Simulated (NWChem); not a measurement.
All runs are NWChem calculations. System: H4Sn, charge 0, spin multiplicity 1, at a geometry optimised with B3LYP/def2-SVP with def2 effective core potentials on Sn. The structure started from a generated list of species. Level: CR-EOMCCSD(T)/def2-SVPD with def2 effective core potentials on Sn, 4 core orbitals frozen.

Input file:

```
start mol
memory heap 100 mb stack 700 mb global 1900 mb
geometry units angstroms nocenter noautoz
  Sn     0.000000     0.000000     0.000000
  H      1.401986     0.000000    -0.991344
  H     -1.401986     0.000000    -0.991344
  H      0.000000     1.401985     0.991344
  H      0.000000    -1.401985     0.991344
  symmetry group C2v
end
basis spherical
  * library def2-svpd
end
ecp
  Sn library def2-ecp
end
scf
  rhf
  nopen 0
  maxiter 100
  thresh 1e-7
  semidirect memsize 60000000 filesize 0
end
tce
  freeze core 4
  creomsd(t)
  nroots 1
  2eorb
  2emet 13
  thresh 1e-5
  maxiter 200
  tilesize 24
end
task tce energy
```

NWChem printed:

```
             Northwest Computational Chemistry Package (NWChem) 7.3.0
             --------------------------------------------------------

                                NWChem Input Module
                                -------------------

 Scaling coordinates for geometry "geometry" by  1.889725989
 (inverse scale =  0.529177249)

 Turning off AUTOSYM since
 SYMMETRY directive was detected!

                             Geometry "geometry" -> ""
                             -------------------------

 Output coordinates in angstroms (scale by  1.889725989 to convert to a.u.)

  No.       Tag          Charge          X              Y              Z
 ---- ---------------- ---------- -------------- -------------- --------------
    1 Sn                  50.0000     0.00000000     0.00000000     0.00000000
    2 H                    1.0000     1.40198600     0.00000000    -0.99134400
    3 H                    1.0000    -1.40198600     0.00000000    -0.99134400
    4 H                    1.0000     0.00000000     1.40198500     0.99134400
    5 H                    1.0000     0.00000000    -1.40198500     0.99134400

 Effective nuclear repulsion energy (a.u.)      62.7696180857

            Nuclear Dipole moment (a.u.)
            ----------------------------
        X                 Y               Z
 ---------------- ---------------- ----------------
     0.0000000000     0.0000000000     0.0000000000

      Symmetry information
      --------------------

 Group name             C2v
 Group number             16
 Group order               4
 No. of unique centers     3

      Symmetry unique atoms

     1    2    4


 Summary of "ao basis" -> "" (spherical)
 ------------------------------------------------------------------------------
       Tag                 Description            Shells   Functions and Types
 ---------------- ------------------------------  ------  ---------------------
 *                         def2-svpd                  on all atoms

 Summary of "ao basis" -> "ao basis" (spherical)
 ------------------------------------------------------------------------------
       Tag                 Description            Shells   Functions and Types
 ---------------- ------------------------------  ------  ---------------------
 Sn                        def2-svpd                12       32   5s4p3d
 H                         def2-svpd                 4        8   2s2p

                                 NWChem SCF Module
                                 -----------------

  ao basis        = "ao basis"
  functions       =    64
  atoms           =     5
  closed shells   =    13
  open shells     =     0
  charge          =   0.00
  wavefunction    = RHF
  use symmetry    = T
  symmetry adapt  = T

 Summary of "ao basis" -> "ao basis" (spherical)
 ------------------------------------------------------------------------------
       Tag                 Description            Shells   Functions and Types
 ---------------- ------------------------------  ------  ---------------------
 Sn                        def2-svpd                12       32   5s4p3d
 H                         def2-svpd                 4        8   2s2p

      Symmetry analysis of basis
      --------------------------

        a1         27
        a2          7
        b1         15
        b2         15

 Forming initial guess at       0.1s

      Superposition of Atomic Density Guess
      -------------------------------------

 Sum of atomic energies:        -251.08982614
[...]
   0.3341110839065   0.3919943032176   10.66671     0.8     0.8

 Iteration   2 using    2 trial vectors
   0.1070641123365   0.3242407611428    8.82304     0.6     0.6

 Iteration   3 using    3 trial vectors
   0.0540456628517   0.3169469594327    8.62457     0.6     0.6

 Iteration   4 using    4 trial vectors
   0.0353119195626   0.3141652463220    8.54887     0.6     0.6

 Iteration   5 using    5 trial vectors
   0.0221124868951   0.3126019708135    8.50634     0.6     0.6

 Iteration   6 using    6 trial vectors
   0.0132091836715   0.3119062607247    8.48740     0.6     0.6

 Iteration   7 using    7 trial vectors
   0.0079124601932   0.3118341293256    8.48544     0.5     0.5

 Iteration   8 using    8 trial vectors
   0.0054555622695   0.3118257477820    8.48521     0.6     0.6

 Iteration   9 using    9 trial vectors
   0.0053271323374   0.3118101810173    8.48479     0.6     0.6

 Iteration  10 using   10 trial vectors
   0.0033476480805   0.3117998167492    8.48451     0.6     0.6

 Iteration  11 using   11 trial vectors
   0.0014462833893   0.3117622210456    8.48349     0.6     0.6

 Iteration  12 using   12 trial vectors
   0.0007588243534   0.3117593291256    8.48341     0.6     0.6

 Iteration  13 using   13 trial vectors
   0.0005844112165   0.3117540321895    8.48326     0.6     0.6

 Iteration  14 using   14 trial vectors
   0.0003680280735   0.3117529955533    8.48323     0.6     0.6

 Iteration  15 using   15 trial vectors
   0.0001619166695   0.3117561338343    8.48332     0.6     0.6

 Iteration  16 using   16 trial vectors
   0.0000660790876   0.3117563521674    8.48333     0.6     0.6

 Iteration  17 using   17 trial vectors
   0.0000286545397   0.3117564405672    8.48333     0.6     0.6

 Iteration  18 using   18 trial vectors
   0.0000126347448   0.3117563917075    8.48333     0.6     0.6

 Iteration  19 using   19 trial vectors
   0.0000054655474   0.3117563449497    8.48333     0.6     0.6
 --------------------------------------------------------------
 Iterations converged
 ------------------

 Excited state root  1
 Excitation energy / hartree =        0.311756344949681
                   / eV      =        8.483325389114009
 largest EOMCCSD amplitudes: R1 and R2

 Singles contributions
    14a1  (alpha) ---    12b1  (alpha)       -0.8680619140
    20a1  (alpha) ---    12b1  (alpha)        0.2535367088

 Doubles contributions
======= CR-EOMCCSD(T) calculation ======
corresponding R0 value =     0.000000

CR-EOMCCSD(T) Intermediates cpu wall time             1.3            1.3
 creom_N i2_1 nr of boxes                   168
 creom_N i2_2 nr of boxes                   168
 creom_N i2_3 nr of boxes                   168
 creom_N i2_4 nr of boxes                   168

CR-EOMCCSD(T) triples loop cpu wall             3.1            3.1

 CR-EOMCCSD(T)  total energy / hartree       =      -215.493601177542388
 CR-EOMCCSD(T)  excitation energy (eV)       =      8.43892

 =========================================
 Excited-state calculation ( b2  symmetry)
 =========================================
 Dim. of EOMCC iter. space      500

 EOMCCSD SOLVER TYPE  1
  maxdiff =   0.50958001341774217

 No. of initial right vectors    1

 EOM-CCSD right-hand side iterations
 --------------------------------------------------------------
      Residuum       Omega / hartree  Omega / eV    Cpu    Wall
 --------------------------------------------------------------

 Iteration   1 using    1 trial vectors
   0.3341111659004   0.3919943607166   10.66671     0.8     0.8

 Iteration   2 using    2 trial vectors
   0.1070641228356   0.3242408082505    8.82305     0.6     0.6

 Iteration   3 using    3 trial vectors
   0.0540456883468   0.3169470049013    8.62457     0.5     0.5

 Iteration   4 using    4 trial vectors
   0.0353119653107   0.3141652868835    8.54888     0.5     0.5

 Iteration   5 using    5 trial vectors
   0.0221125282380   0.3126020074481    8.50634     0.5     0.5

 Iteration   6 using    6 trial vectors
   0.0132092228457   0.3119062950900    8.48741     0.5     0.5

 Iteration   7 using    7 trial vectors
   0.0079125070684   0.3118341632105    8.48544     0.5     0.5

 Iteration   8 using    8 trial vectors
   0.0054556174347   0.3118257812079    8.48521     0.5     0.5

 Iteration   9 using    9 trial vectors
   0.0053271791744   0.3118102137316    8.48479     0.5     0.5

 Iteration  10 using   10 trial vectors
   0.0033476619874   0.3117998489821    8.48451     0.5     0.5

 Iteration  11 using   11 trial vectors
   0.0014462875141   0.3117622530215    8.48349     0.5     0.5

 Iteration  12 using   12 trial vectors
   0.0007588279747   0.3117593611072    8.48341     0.5     0.5

 Iteration  13 using   13 trial vectors
   0.0005844148326   0.3117540641294    8.48326     0.5     0.5

 Iteration  14 using   14 trial vectors
   0.0003680293043   0.3117530274989    8.48324     0.5     0.5

 Iteration  15 using   15 trial vectors
   0.0001619167209   0.3117561657923    8.48332     0.5     0.5

 Iteration  16 using   16 trial vectors
   0.0000660787688   0.3117563841239    8.48333     0.5     0.5

 Iteration  17 using   17 trial vectors
   0.0000286540498   0.3117564725245    8.48333     0.5     0.5

 Iteration  18 using   18 trial vectors
   0.0000126339129   0.3117564236675    8.48333     0.5     0.5

 Iteration  19 using   19 trial vectors
   0.0000054636689   0.3117563769170    8.48333     0.5     0.5
 --------------------------------------------------------------
 Iterations converged
 ------------------

 Excited state root  1
 Excitation energy / hartree =        0.311756376917017
                   / eV      =        8.483326258989839
 largest EOMCCSD amplitudes: R1 and R2

 Singles contributions
    14a1  (alpha) ---    11b2  (alpha)       -0.8680617250
    20a1  (alpha) ---    11b2  (alpha)        0.2535369125

 Doubles contributions
======= CR-EOMCCSD(T) calculation ======
corresponding R0 value =     0.000000

CR-EOMCCSD(T) Intermediates cpu wall time             1.2            1.2
 creom_N i2_1 nr of boxes                   168
 creom_N i2_2 nr of boxes                   168
 creom_N i2_3 nr of boxes                   168
 creom_N i2_4 nr of boxes                   168

CR-EOMCCSD(T) triples loop cpu wall             3.3            3.3

 CR-EOMCCSD(T)  total energy / hartree       =      -215.493601147222989
 CR-EOMCCSD(T)  excitation energy (eV)       =      8.43892

 Task  times  cpu:       72.6s     wall:       72.6s

 Total times  cpu:       72.6s     wall:       72.6s
```
